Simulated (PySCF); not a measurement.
Polarisability and C₆ of Ag (silver, neutral)

[Kr] 4d9 5s2, 2D determinant (an excited configuration). Computed with PySCF 2.14 in x2c-TZVPPall with one added diffuse shell each of s, p, d, f type (9s7p7d3f1g, 95 functions), with the spin-free X2C one-electron Hamiltonian (Gaussian nucleus). Coupled (time-dependent) response in atomic units; α is the mean over directions.

```json
{"method": "r2SCAN0", "mean α (bohr³)": "54.59", "α xx, yy, zz": "55.21, 55.21, 53.36", "C₆ (like pair)": "536.8", "S(−4)": "1285"}
{"method": "BHandHLYP", "mean α (bohr³)": "55.39", "α xx, yy, zz": "56.00, 56.00, 54.16", "C₆ (like pair)": "522.5", "S(−4)": "1466"}
```

S(−4) is the Cauchy moment in α(ω) = α(0) + S(−4) ω² + …

Spin-orbit coupling is absent.

α(iu) at r2SCAN0:

| u (hartree) | α(iu) (bohr³) |
| --- | --- |
| 0 | 54.59 |
| 0.0500 | 51.58 |
| 0.100 | 44.51 |
| 0.200 | 29.94 |
| 0.300 | 20.65 |
| 0.500 | 11.92 |
| 0.750 | 7.569 |
| 1.00 | 5.458 |
| 1.50 | 3.375 |
| 2.00 | 2.342 |
| 3.00 | 1.333 |
| 5.00 | 0.5967 |

A single London oscillator, α(iu) = α/(1 + u²/ω²), gives C₆ = (3/4) ω α². Matching the computed C₆ needs ω = 4 × 536.8 / (3 × 54.59²) = 0.240 hartree.

The components differ because the open shell of this determinant is not spherical; for a pure term their mean is the scalar polarisability.
